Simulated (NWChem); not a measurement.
System meant: EDOT (C6H6O2S); SMILES c1scc2c1OCCO2

The following NWChem deck was run.

```
start job
memory heap 200 mb stack 900 mb global 1100 mb
geometry units angstroms noautoz
  C     -0.068305    -1.242602    -1.255363
  S      0.000000     0.000000    -2.441986
  C      0.068305     1.242602    -1.255363
  C      0.038086     0.716311     0.008280
  C     -0.038086    -0.716311     0.008280
  O     -0.083934    -1.434841     1.154632
  C      0.321627    -0.685476     2.282300
  C     -0.321627     0.685476     2.282300
  O      0.083934     1.434841     1.154632
  H     -0.122965    -2.293345    -1.531224
  H      0.122965     2.293345    -1.531224
  H      0.018927    -1.256399     3.171279
  H      1.422763    -0.579663     2.290487
  H     -1.422763     0.579663     2.290487
  H     -0.018927     1.256399     3.171279
end
basis spherical
  * library def2-svp
end
dft
  odft
  mult 2
  xc xpbe96 cpbe96
  iterations 150
  mulliken
end
task dft energy
```

End of the output:

```
                                 NWChem DFT Module
                                 -----------------

 Summary of "ao basis" -> "ao basis" (spherical)
 ------------------------------------------------------------------------------
       Tag                 Description            Shells   Functions and Types
 ---------------- ------------------------------  ------  ---------------------
 C                          def2-svp                 6       14   3s2p1d
 S                          def2-svp                 8       18   4s3p1d
 O                          def2-svp                 6       14   3s2p1d
 H                          def2-svp                 3        5   2s1p

 Summary of "ao basis" -> "ao basis" (spherical)
 ------------------------------------------------------------------------------
       Tag                 Description            Shells   Functions and Types
 ---------------- ------------------------------  ------  ---------------------
 C                          def2-svp                 6       14   3s2p1d
 S                          def2-svp                 8       18   4s3p1d
 O                          def2-svp                 6       14   3s2p1d
 H                          def2-svp                 3        5   2s1p

      Symmetry analysis of basis
      --------------------------

        a          81
        b          79

  number of electrons :                   74
  multiplicity        :                    2
 ------------------------------------------------------------------------
  no. of electrons and multiplicity not compatible                  74
 ------------------------------------------------------------------------
 ------------------------------------------------------------------------
  current input line :
    30: task dft energy
 ------------------------------------------------------------------------
 ------------------------------------------------------------------------
 There is an error in the input file
 ------------------------------------------------------------------------
 For more information see the NWChem manual at https://nwchemgit.github.io

0: no. of electrons and multiplicity not compatible:Received an Error in Communication
```

**Question.** Can this run be used? If not, why, and what is the fix?

**Answer.** The input was rejected before any calculation. Cause: the multiplicity doesn't fit the number of electrons (an even count wants an odd multiplicity, and the reverse). This input runs:
```
start job
memory heap 200 mb stack 900 mb global 1100 mb
geometry units angstroms noautoz
  C     -0.068305    -1.242602    -1.255363
  S      0.000000     0.000000    -2.441986
  C      0.068305     1.242602    -1.255363
  C      0.038086     0.716311     0.008280
  C     -0.038086    -0.716311     0.008280
  O     -0.083934    -1.434841     1.154632
  C      0.321627    -0.685476     2.282300
  C     -0.321627     0.685476     2.282300
  O      0.083934     1.434841     1.154632
  H     -0.122965    -2.293345    -1.531224
  H      0.122965     2.293345    -1.531224
  H      0.018927    -1.256399     3.171279
  H      1.422763    -0.579663     2.290487
  H     -1.422763     0.579663     2.290487
  H     -0.018927     1.256399     3.171279
end
basis spherical
  * library def2-svp
end
dft
  xc xpbe96 cpbe96
  iterations 150
  mulliken
end
task dft energy
```
It converges to -779.82882 Ha (PBE/def2-SVP).
